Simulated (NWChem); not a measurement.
# CH$_{4}$F$_{2}$OSi; SMILES CO[SiH](F)F

```xyz
9

Si    -0.0072    -0.4858     0.3451
F      1.4998    -0.6793    -0.2351
F     -0.9368    -1.6606    -0.2651
O     -0.6418     0.9343    -0.1941
C     -0.0379     2.2133    -0.0753
H      0.0460    -0.6130     1.8249
H      0.9683     2.2385    -0.5477
H      0.0643     2.5272     0.9880
H     -0.6839     2.9519    -0.5899
```
Atoms are numbered in this order, from 1.

Results from NWChem. Pople sets run with spherical d functions. The geometry was optimised at PBE-D3(BJ)/def2-SVP. Level r2SCAN/6-31G*: energy and gradient on several grids; changes count from the extra-fine grid, which is no exact limit either.

Which is the coarsest grid (fine; coarse; xcoarse; xfine; medium) from which on the energy stays within 500 μHa and each gradient component within 500 μHa/bohr of xfine?

coarse.
| grid | size of the energy change (μHa) | largest change of a gradient component (μHa/bohr) | time, medium = 1 (rough) |
|---|---|---|---|
| xcoarse | 2000 | 2000 | about 1 |
| coarse | 200 | 300 | about 1 |
| medium | 200 | 70 | about 1 |
| fine | 30 | 60 | about 1 |
| xfine | < 10 | < 30 | 2 |
